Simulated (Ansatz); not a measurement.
Cu2F. Charge 0, multiplicity 4. Geometry r2SCAN-D4/def2-TZVP; atoms count from 1.

Cartesian coordinates in Å:
```
Cu -1.157 -0.787 0.092
Cu 1.367 -0.066 -0.308
F -0.210 0.853 0.215
```

At PBE0-D4/def2-TZVP a doublet of charge 0 lies 2.30 eV below the quartet, each at its own geometry. The structure comes from a short search, and lower isomers may exist.

Q: Estimate the Mulliken populations from the PBE0/def2-TZVP orbitals of Ansatz.

A: 
| atom | charge (e) | spin (α − β) | d electrons |
| --- | --- | --- | --- |
| Cu1 | 0.23 | 1.42 | 9.48 |
| Cu2 | 0.23 | 1.42 | 9.48 |
| F3 | -0.46 | 0.15 | – |
Mulliken values depend strongly on the basis.

Q: Where does the spin sit?

A: Summed by element: Cu 2.85, F 0.15, of 3 unpaired in all. Largest on single atoms: Cu1 1.42, Cu2 1.42, F3 0.15.

Q: And the Mayer bond orders between heavy atoms (over 0.3)?

A: Cu1–Cu2 0.48 (2.66 Å); Cu1–F3 0.41 (1.90 Å); Cu2–F3 0.41 (1.90 Å).
